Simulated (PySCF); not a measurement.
Electronic structure of Kr⁺ (krypton, charge +1) at the UHF level

Configuration: [Ar] 3d10 4s2 4p5, 2P determinant. All numbers are calculated (PySCF 2.14, a scalar-relativistic core potential, in aug-cc-pVDZ-PP with ECP10MDF).

```json
{
  "Total energy": "-461.697016 hartree",
  "One-electron energy": "-797.7632 hartree",
  "Hartree (Coulomb) energy": "367.7646 hartree",
  "Exchange energy": "-31.6985 hartree",
  "⟨S²⟩": "0.7554",
  "⟨L²⟩": "2.018",
  "Sum of ⟨r⟩": "22.11 bohr",
  "Sum of ⟨r²⟩": "31.42 bohr²",
  "Traceless quadrupole moment −½Σ⟨3z² − r²⟩ along its main axis": "1.66 e·bohr²",
  "Time after the integrals": "0.13 s of wall time on 1 thread of Neoverse-N1 (shared host)"
}
```

```csv
shell,electrons,mean orbital energy (eV),spread (eV),"rms radius, mean of both spins (bohr)"
3s α,1,-306.07,0,0.567
3s β,1,-305.73,0,0.567
3p α,3,-242.94,0.863,0.583
3p β,3,-242.55,0.010,0.583
3d α,5,-114.10,0.800,0.605
3d β,5,-113.86,0.395,0.605
4s α,1,-44.416,0,1.67
4s β,1,-41.112,0,1.67
4p α,3,-25.551,2.059,1.98
4p β,2,-24.153,0,1.98
```

Energies and moments cover only the electrons outside the core potential.
